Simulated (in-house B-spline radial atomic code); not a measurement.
Relativistic effects in Xe²⁺, [Kr] 4d10 5s2 5p4: non-relativistic Hartree-Fock (point nucleus) against Dirac-Hartree-Fock (Fermi nucleus of rms radius 4.7859 fm), both averages of the configuration, computed with an all-electron radial atomic-structure program (B-spline basis).

| orbital | ε NR (Eh) | ε Dirac (Eh) | <r> NR (bohr) | <r> Dirac (bohr) | change of <r> (%) |
| --- | --- | --- | --- | --- | --- |
| 1s1/2 | -1225.2 | -1278.1 | 0.02814 | 0.02665 | -5.3 |
| 2s1/2 | -190.13 | -203.26 | 0.1209 | 0.114 | -5.7 |
| 2p1/2 | -178.57 | -190.47 | 0.1031 | 0.09631 | -6.6 |
| 2p3/2 | -178.57 | ? | 0.1031 | ? | ? |
| 3s1/2 | -40.959 | ? | 0.3187 | ? | ? |
| 3p1/2 | -36.004 | -38.45 | 0.3094 | 0.2952 | -4.6 |
| 3p3/2 | -36.004 | -36.115 | 0.3094 | 0.3066 | -0.9 |
| 3d3/2 | -26.903 | -26.815 | 0.2803 | 0.2778 | -0.9 |
| 3d5/2 | -26.903 | -26.328 | 0.2803 | 0.2814 | +0.4 |
| 4s1/2 | -8.6337 | -9.2152 | 0.7449 | 0.717 | -3.8 |
| 4p1/2 | -6.7828 | -7.2348 | 0.7774 | 0.7477 | -3.8 |
| 4p3/2 | -6.7828 | -6.7652 | 0.7774 | 0.7735 | -0.5 |
| 4d3/2 | -3.5522 | -3.4931 | 0.868 | 0.8671 | -0.1 |
| 4d5/2 | -3.5522 | -3.4156 | 0.868 | 0.8778 | +1.1 |
| 5s1/2 | -1.6072 | -1.6864 | 1.884 | 1.816 | -3.6 |
| 5p1/2 | -1.1439 | -1.1903 | 2.129 | 2.055 | -3.5 |
| 5p3/2 | -1.1439 | -1.1314 | 2.129 | 2.129 | 0.0 |

**Question.** What happens to 2p3/2?

**Answer.** Its energy goes to -178.5 hartree and <r> to 0.102 bohr (-1.00 %).

**Question.** What happens to 3s1/2?

**Answer.** Its energy goes to -43.802 hartree and <r> to 0.3046 bohr (-4.42 %).

**Question.** What explains the pattern of contraction and expansion?

**Answer.** Expansion is seen in 3d5/2, 4d5/2. The s and p1/2 orbitals contract directly, screen the nucleus better, and so push out orbitals that have little density near the nucleus; spin-orbit coupling adds to this for j = l + 1/2 and opposes it for j = l - 1/2.

**Question.** By how much does the total energy change?

**Answer.** By -214.76 hartree, from -7230.944 to -7445.702.
